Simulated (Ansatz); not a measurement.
Born–Oppenheimer molecular dynamics of GeH₅ (6 atoms, charge 0, multiplicity 2). It starts at the highest image of a converged band, a first-order saddle point between two minima.

The calculation used UHF/def2-SVP (Ansatz).

| Quantity | Value |
| --- | --- |
| ensemble | NVE (velocity Verlet) |
| time step | 0.5 fs |
| steps asked | 200 |
| starting velocities drawn for | 100 K |
| seed | 6601 |

First frame:

```xyz
6
Properties=species:S:1:pos:R:3
Ge 0.001 0.000 -0.001
H 0.001 0.000 1.700
H 1.454 0.000 -0.489
H -0.725 1.258 -0.492
H -0.725 -1.258 -0.492
H -0.005 0.000 2.786
```

(1) How far do the bonds stretch over the last three quarters of this one trajectory? (Pairs bonded in most of those frames.)

## Answers

(1) 
```csv
bond,mean (Å),spread (Å),shortest,longest
Ge1–H2,1.545,0.068,1.44,1.64
Ge1–H3,1.535,0.015,1.51,1.56
Ge1–H4,1.534,0.006,1.52,1.55
Ge1–H5,1.534,0.007,1.52,1.55
```

Mean temperature of the second half: 1027 K. The conserved energy stayed within 0.12 meV per atom of its start (net change -0.059 meV per atom), so the integration is sound. The kinetic energy rose, since the run started high on the potential surface and went downhill. It ends in pieces (GeH4 + H), so much of that is their flight and rotation, not heat. A run of 0.1 ps of so small a system gives no equilibrium averages.

Run time: 120 s on 1 thread of Arm Neoverse V1, on a shared host, peak memory 0.11 GiB.
